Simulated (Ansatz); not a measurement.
`SC[SiH2][SeH]` + H–F → `F[SiH2][SeH]` + CH₃SH  (ligand exchange at the Si–C bond)

Gas-phase electronic energies from Ansatz, PBE0-D4/def2-TZVP geometries. CBS: MP2 limit from def2 TZ/QZ plus the TZ coupled-cluster correction, frozen cores. This one scheme is used for every species. For Se outer-core shells are correlated without core-valence functions, which leaves a few kJ/mol of doubt a bond. Scalar relativity is left out up to krypton. One conformer a species, not always the lowest.

| species | CCSD(T)/def2-SVP energy (Eh) |
| --- | --- |
| `SC[SiH2][SeH]` | -3127.83179 |
| H–F | -100.13914 |
| `F[SiH2][SeH]` | -2790.12957 |
| CH₃SH | -437.89312 |

(1) Work out ΔE.

(2) What do rigid-rotor, harmonic-oscillator terms from PBE0-D4/def2-TZVP frequencies (298.15 K, 1 bar) make of the CCSD(T)/CBS value? (An estimate is asked.)

Largest T1 diagnostic among the species: 0.010.

## Answers

(1) ΔE = (-2790.12957) + (-437.89312) − (-3127.83179) − (-100.13914) = -0.05176 Eh = -32.5 kcal/mol. CCSD(T)/CBS gives -32.4 kcal/mol.

(2) Ansatz gave: ΔZPE = +1.8 kcal/mol, ΔH = -31.5 kcal/mol, ΔS = 18 J/(mol·K), ΔG = -32.8 kcal/mol.

In def2-TZVPP, CCSD(T) changes the Hartree–Fock value by +7.8 kcal/mol (the triples alone add +1.1 kcal/mol) and MP2 by +8.6 kcal/mol. Leaving LDA and LC-ωPBE aside and taking each functional with its dispersion term where it has one, the values, not all of them listed here, spread over 6.2 kcal/mol, from B2PLYP to revPBE-D4. LDA lies +2.2 kcal/mol from PBE without D4. The D4 term adds +3.5 kcal/mol with B3LYP and +2.0 kcal/mol with PBE0; it sums over pairs of atoms, weighted by their polarisabilities, and B3LYP, whose exchange is more repulsive, gets the larger term.

B3LYP here is the variant with VWN-RPA as its local correlation; programs differ in this.
